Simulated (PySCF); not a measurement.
## S²⁺ (sulfur, charge +2) across methods

[Ne] 3s2 3p1 3d1, one real determinant (an excited configuration). Computed with PySCF 2.14 in aug-cc-pCVTZ-DK (8s7p5d3f, 75 functions), with the spin-free X2C one-electron Hamiltonian (Gaussian nucleus).

```tsv
method	E (hartree)	mean ε 3s β (eV)	mean ε 3p α (eV)	mean ε 3d α (eV)	Σ⟨r²⟩ (bohr²)	⟨S²⟩
LDA	-396.0123	-39.773	-30.347	-15.241	17.42	2.000
PBE	-397.2482	-39.566	-30.401	-15.443	17.38	2.001
BLYP	-397.4436	-39.585	-30.159	-15.295	17.42	2.001
r2SCAN	-397.3607	-39.791	-30.874	-15.466	17.41	2.002
MN15	-397.4635	-41.444	-32.773	-16.719	17.33	2.001
HSE06	-397.2796	-40.720	-31.636	-15.770	17.50	2.002
UHF	-396.80106	-44.394	-36.467	-17.545	18.31	2.007
PBE0	-397.2599	-41.092	-32.057	-16.159	17.50	2.002
```

Q: Estimate the same row for r2SCAN0.

A: E (hartree) = -397.3487; mean ε 3s β (eV) = -41.245; mean ε 3p α (eV) = -32.391; mean ε 3d α (eV) = -16.155; Σ⟨r²⟩ (bohr²) = 17.54; ⟨S²⟩ = 2.003.

⟨L²⟩ = 8.00 against 12 for a pure F term, so this real determinant mixes terms. The outer electron is Rydberg-like, and this basis confines it to a smaller radius and binds it less than a complete one would.
